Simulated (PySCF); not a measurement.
## From a computed spectrum to the compound

A species of 5 atoms with charge 3 has these harmonic modes (PBE0, small Gaussian bases with core potentials, PySCF 2.14.0):

| cm⁻¹ | km/mol | symmetry |
| --- | --- | --- |
| 420 | 7.6 | a1 |
| 719 | 76.3 | e |
| 719 | 76.3 | e |
| 1441 | 143.6 | a1 |
| 1557 | 73.9 | e |
| 1557 | 73.9 | e |
| 3221 | 417.2 | a1 |
| 3274 | 282.1 | e |
| 3274 | 282.1 | e |

(1) Which species is it, and in which structure?

Answers

(1) [Er(NH3)]3+ (singlet in the valence; each metal's 4f electrons, 11 of them, lie in its core potential, out of spins and levels):
```xyz
5

Er    0.0000    0.0000   -0.2202
N     0.0000    0.0000    2.0637
H     0.9419    0.0000    2.5251
H    -0.4710    0.8157    2.5251
H    -0.4709   -0.8158    2.5251
```
Ideal gas at 298.15 K and 1 bar: S = 272.3 J/(mol K), Cp = 46.8 J/(mol K), H − H(0 K) = 11.3 kJ/mol (rigid rotor, harmonic modes, spin degeneracy alone, that of the 4f electrons in the core included). An lcecp potential fixes the number of 4f electrons, so in runs with it no electron can move into or out of that shell.
 Other answers can fit too; this one was computed.
